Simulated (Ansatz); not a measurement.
Start from `BCOC` and change one atom or group to get `COCS[SiH3]`.

Ansatz, PBE0-D4/def2-TZVP geometries, multiplicity 1. Each molecule was computed in one conformer, which needn't be the lowest.

```
                                        property  `BCOC`
               HOMO energy (PBE/def2-TZVPP) / eV   -5.97
size of the dipole moment (B3LYP/def2-TZVPP) / D    1.53
           LUMO energy (ωB97M-V/def2-TZVPP) / eV    0.56
             HOMO–LUMO gap (PBE/def2-TZVPP) / eV    3.55
              LUMO energy (PBE0/def2-TZVPP) / eV   -1.36
         HOMO–LUMO gap (ωB97M-V/def2-TZVPP) / eV   10.50
```

Question: Give the same properties after the change, and the shifts. (An estimate is asked.)

Answer: Ansatz gave: 
```csv
property,`COCS[SiH3]`,shift
HOMO energy (PBE/def2-TZVPP) / eV,-5.94,0.03
size of the dipole moment (B3LYP/def2-TZVPP) / D,1.14,-0.39
LUMO energy (ωB97M-V/def2-TZVPP) / eV,2.01,1.45
HOMO–LUMO gap (PBE/def2-TZVPP) / eV,5.28,1.73
LUMO energy (PBE0/def2-TZVPP) / eV,0.25,1.61
HOMO–LUMO gap (ωB97M-V/def2-TZVPP) / eV,11.36,0.86
```

With PBE0 the HOMO rises by 0.38 eV and the LUMO rises by 1.61 eV, so the gap widens by about 1.23 eV. PBE moves the HOMO by 0.03 eV and ωB97M-V by 0.59 eV. Dipoles are sizes alone; their direction can turn.

B3LYP here is the variant with VWN-RPA as its local correlation; programs differ in this.
